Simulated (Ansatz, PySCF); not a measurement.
This PySCF input computes a CAM-B3LYP/def2-TZVPD energy:

```python
from pyscf import gto, scf, dft

mol = gto.M(
    atom='''
    Li   -0.00000000   -0.00000000   -1.86756739
    C     0.00000000    0.00000000    1.06166983
    N    -0.00000000   -0.00000000   -0.10961669
    ''',
    basis='def2-tzvpd',
    charge=0,
    spin=0,
    verbose=4,
)

mf = dft.RKS(mol, xc='camb3lyp').density_fit(auxbasis='def2-universal-jkfit')
mf.grids.level = 3
mf.conv_tol = 1e-9
mf.max_cycle = 100
mf.max_memory = 1500
mf.kernel()
if not mf.converged:
    mf = mf.newton()
    mf.kernel(mf.make_rdm1())
mf.analyze()
```

Q: Write an input for the same energy in Ansatz (a program for electronic structure) and say what it gives.

A: 
Ansatz 0.2 input:
```yaml
crystal:
  periodic: [false, false, false]
  atoms:
    - {symbol: Li, position_ang: [-0.00000000, -0.00000000, -1.86756739]}
    - {symbol: C, position_ang: [0.00000000, 0.00000000, 1.06166983]}
    - {symbol: N, position_ang: [-0.00000000, -0.00000000, -0.10961669]}
basis:
  gaussian:
    orbitals: def2-TZVPD
hamiltonian:
  xc: {name: CAM-B3LYP}
output: {forces: true}
```
It gives -100.36276 Eh, and PySCF -100.36277 Eh, a difference of 0.01 mEh.
